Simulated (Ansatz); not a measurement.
Basis-set extrapolation for CH5NSi2, SMILES `[SiH3][SiH]1C=N1` (PBE0-D4/def2-TZVP geometry, frozen core, Ansatz 0.2.0). Multiplicity 1, RHF reference.

|  | def2-TZVPP | def2-QZVPP |
| --- | --- | --- |
| HF | -673.082271 | -673.104564 |
| MP2 correlation | -0.595552 | -0.636775 |
| CCSD(T) correlation | -0.667930 | not run |

Energies in hartree. Use E(X) = E(∞) + A·exp(−7.88·√X) for Hartree–Fock and E(X) = E(∞) + B·X^(−2.97) for correlation, with X = 3 and 4, and add CCSD(T) minus MP2 of the smaller set to the MP2 limit.

Task: What is the CCSD(T) energy at the basis-set limit?

Result: HF limit: -673.104564 + (-0.022293) × 0.13774 = -673.10763. MP2 limit: -0.636775 + (-0.041223) × 0.74074 = -0.66731. Higher-order term: -0.667930 − (-0.595552) = -0.07238. Total: -673.84732 hartree, 60.9 kcal/mol below CCSD(T)/def2-TZVPP.
